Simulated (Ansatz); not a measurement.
Isolated molecules relaxed with PBE0-D4/def2-TZVP in Ansatz; ΔE leaves out vibrations. CBS: MP2 limit from def2 TZ/QZ plus the TZ coupled-cluster correction, frozen cores. This one scheme is used for every species. Functionals use def2-TZVPP. B3LYP here is the variant with VWN-RPA as its local correlation; programs differ in this. HSE06 is defined as in plane-wave codes. For Br outer-core shells are correlated without core-valence functions, which leaves a few kJ/mol of doubt a bond. Scalar relativity is left out up to krypton.

Consider the ligand exchange at the Si–Br bond: `[SiH]Br` + NH₃ → `N[SiH]` + HBr.

`[SiH]Br`:

Z-matrix (Å, degrees):
```
Si
Br 1 2.245
H 1 1.527 2 94.0
```

NH₃:

Z-matrix (Å, degrees):
```
N
H 1 1.013
H 1 1.013 2 107.1
H 1 1.013 2 107.1 3 -114.5
```

`N[SiH]`:

Cartesian coordinates in Å:
```
N 0.328 -0.437 0.140
Si -1.141 0.405 0.359
H 1.073 -0.182 -0.489
H 0.537 -1.278 0.655
H -0.797 1.492 -0.665
```

HBr:

Z-matrix (Å, degrees):
```
Br
H 1 1.420
```

```json
{"level": "LDA (SPW92)", "ΔE (kcal/mol)": "0.7", "difference from CCSD(T)/CBS": "-2.4"}
{"level": "PBE-D4", "ΔE (kcal/mol)": "3.5", "difference from CCSD(T)/CBS": "0.4"}
{"level": "revPBE-D4", "ΔE (kcal/mol)": "3.4", "difference from CCSD(T)/CBS": "0.3"}
{"level": "BLYP-D4", "ΔE (kcal/mol)": "2.6", "difference from CCSD(T)/CBS": "-0.5"}
{"level": "r2SCAN-D4", "ΔE (kcal/mol)": "2.6", "difference from CCSD(T)/CBS": "-0.5"}
{"level": "B97M-V", "ΔE (kcal/mol)": "2.4", "difference from CCSD(T)/CBS": "-0.7"}
{"level": "PBE0-D4", "ΔE (kcal/mol)": "3.6", "difference from CCSD(T)/CBS": "0.5"}
{"level": "B3LYP-D4", "ΔE (kcal/mol)": "2.7", "difference from CCSD(T)/CBS": "-0.4"}
{"level": "r2SCANh-D4", "ΔE (kcal/mol)": "2.8", "difference from CCSD(T)/CBS": "-0.3"}
{"level": "r2SCAN0-D4", "ΔE (kcal/mol)": "3.1", "difference from CCSD(T)/CBS": "0.0"}
{"level": "HSE06-D4", "ΔE (kcal/mol)": "3.7", "difference from CCSD(T)/CBS": "0.6"}
{"level": "BHLYP-D4", "ΔE (kcal/mol)": "3.1", "difference from CCSD(T)/CBS": "0.0"}
{"level": "CAM-B3LYP-D4", "ΔE (kcal/mol)": "1.0", "difference from CCSD(T)/CBS": "-2.1"}
{"level": "ωB97M-V", "ΔE (kcal/mol)": "2.5", "difference from CCSD(T)/CBS": "-0.6"}
{"level": "B2PLYP", "ΔE (kcal/mol)": "2.4", "difference from CCSD(T)/CBS": "-0.7"}
{"level": "PBE-QIDH", "ΔE (kcal/mol)": "3.0", "difference from CCSD(T)/CBS": "-0.1"}
{"level": "PBE", "ΔE (kcal/mol)": "3.5", "difference from CCSD(T)/CBS": "0.4"}
{"level": "revPBE", "ΔE (kcal/mol)": "4.2", "difference from CCSD(T)/CBS": "1.1"}
{"level": "BLYP", "ΔE (kcal/mol)": "2.7", "difference from CCSD(T)/CBS": "-0.4"}
{"level": "B3LYP", "ΔE (kcal/mol)": "2.7", "difference from CCSD(T)/CBS": "-0.4"}
{"level": "r2SCAN0", "ΔE (kcal/mol)": "3.1", "difference from CCSD(T)/CBS": "0.0"}
{"level": "HSE06", "ΔE (kcal/mol)": "3.7", "difference from CCSD(T)/CBS": "0.6"}
{"level": "BHLYP", "ΔE (kcal/mol)": "2.7", "difference from CCSD(T)/CBS": "-0.4"}
{"level": "LC-ωPBE", "ΔE (kcal/mol)": "1.2", "difference from CCSD(T)/CBS": "-1.9"}
{"level": "RPA@PBE/def2-TZVPP", "ΔE (kcal/mol)": "1.6", "difference from CCSD(T)/CBS": "-1.5"}
{"level": "CCSD/def2-SVP", "ΔE (kcal/mol)": "0.1", "difference from CCSD(T)/CBS": "-3.0"}
{"level": "CCSD(T)/def2-SVP", "ΔE (kcal/mol)": "-0.2", "difference from CCSD(T)/CBS": "-3.3"}
{"level": "HF/def2-TZVPP", "ΔE (kcal/mol)": "3.5", "difference from CCSD(T)/CBS": "0.4"}
{"level": "MP2/def2-TZVPP", "ΔE (kcal/mol)": "2.2", "difference from CCSD(T)/CBS": "-0.9"}
{"level": "SCS-MP2/def2-TZVPP", "ΔE (kcal/mol)": "1.8", "difference from CCSD(T)/CBS": "-1.3"}
{"level": "CCSD/def2-TZVPP", "ΔE (kcal/mol)": "2.0", "difference from CCSD(T)/CBS": "-1.1"}
{"level": "CCSD(T)/def2-TZVPP", "ΔE (kcal/mol)": "1.9", "difference from CCSD(T)/CBS": "-1.2"}
{"level": "HF/def2-QZVPP", "ΔE (kcal/mol)": "3.3", "difference from CCSD(T)/CBS": "0.2"}
{"level": "MP2/def2-QZVPP", "ΔE (kcal/mol)": "2.8", "difference from CCSD(T)/CBS": "-0.3"}
{"level": "SCS-MP2/def2-QZVPP", "ΔE (kcal/mol)": "2.4", "difference from CCSD(T)/CBS": "-0.7"}
{"level": "CCSD/def2-QZVPP", "ΔE (kcal/mol)": "2.3", "difference from CCSD(T)/CBS": "-0.8"}
{"level": "CCSD(T)/def2-QZVPP", "ΔE (kcal/mol)": "2.4", "difference from CCSD(T)/CBS": "-0.7"}
{"level": "HF/CBS(def2)", "ΔE (kcal/mol)": "3.3", "difference from CCSD(T)/CBS": "0.2"}
{"level": "MP2/CBS(def2)", "ΔE (kcal/mol)": "3.4", "difference from CCSD(T)/CBS": "0.3"}
{"level": "CCSD/CBS(def2)", "ΔE (kcal/mol)": "3.2", "difference from CCSD(T)/CBS": "0.1"}
{"level": "CCSD(T)/CBS", "ΔE (kcal/mol)": "3.1", "difference from CCSD(T)/CBS": "0"}
```

Largest T1 diagnostic among the species: 0.015.

Leaving LDA and LC-ωPBE aside and taking each functional with its dispersion term where it has one, the values spread over 2.7 kcal/mol, from CAM-B3LYP-D4 to HSE06-D4. LDA lies −2.8 kcal/mol from PBE without D4. In def2-TZVPP, CCSD(T) changes the Hartree–Fock value by −1.6 kcal/mol (the triples alone add −0.1 kcal/mol) and MP2 by −1.3 kcal/mol. At CCSD(T), def2-SVP lies −3.3 kcal/mol from the extrapolated value and def2-TZVPP −1.2 kcal/mol.
